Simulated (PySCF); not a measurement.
Species: phenylsilane, C6H8Si.
InChI=1S/C6H8Si/c7-6-4-2-1-3-5-6/h1-5H,7H3

Method used: TDDFT CAM-B3LYP/def2-SVPD, vertical, gas phase, core orbitals frozen in the response in PySCF. Geometry: GFN2-xTB; no solvent, vibrations or thermal averaging.

| state | λ (nm) | E (eV) | f | main configurations (H = HOMO, L = LUMO) |
| --- | --- | --- | --- | --- |
| S1 | 227.5 | 5.45 | 0.0023 | H-1→L (53%), H→L+1 (43%) |
| S2 | 203.8 | 6.08 | 0.055 | H→L (67%), H-1→L+1 (29%) |
| S3 | 177.9 | 6.97 | 0.017 | H-2→L (92%) |
| S4 | 177.7 | 6.98 | 0.425 | H-1→L+1 (40%), H→L+1 (21%), H→L (17%) |
| S5 | 176.9 | 7.01 | 0.806 | H→L+1 (32%), H-1→L (28%), H-1→L+1 (25%) |
| S6 | 175.2 | 7.08 | 0.0020 | H→L+2 (80%), H→L+3 (13%) |
| S7 | 172.8 | 7.18 | 0.0000 | H-1→L+2 (79%), H-1→L+3 (13%) |
| S8 | 171.2 | 7.24 | 0.0008 | H-2→L+1 (96%) |

Triplets (Tamm–Dancoff): T1 4.11 eV, H→L (57%), H-1→L+1 (34%); T2 4.79 eV, H-1→L (72%), H→L+1 (25%); T3 4.83 eV, H-1→L+1 (62%), H→L (36%).

The lowest singlet comes at 227 nm (526 kJ/mol) in the ultraviolet; it is very weak; its leading configuration is HOMO-1→LUMO (53%). The strongest level in the table is S5 at 7.01 eV (177 nm, f = 0.806). S3/S4 lie within about 0.01 eV of each other. Löwdin shares by element: HOMO carbon 72% or more (atoms not listed hold the other 28%); LUMO carbon 64% or more (atoms not listed hold the other 36%). The oscillator strengths of these states sum to 1.309; summed over the whole spectrum of an exact calculation they would give the number of electrons, 58 (Thomas–Reiche–Kuhn). Weighted by f, the mean energy of these states is 6.96 eV. Orbital energies (eV): HOMO-3 -11.12, HOMO-2 -10.25, HOMO-1 -8.67, HOMO -8.59, LUMO 0.44, LUMO+1 0.74, LUMO+2 1.18. Only the lowest 8 singlets were computed, as vertical energies without vibronic structure.
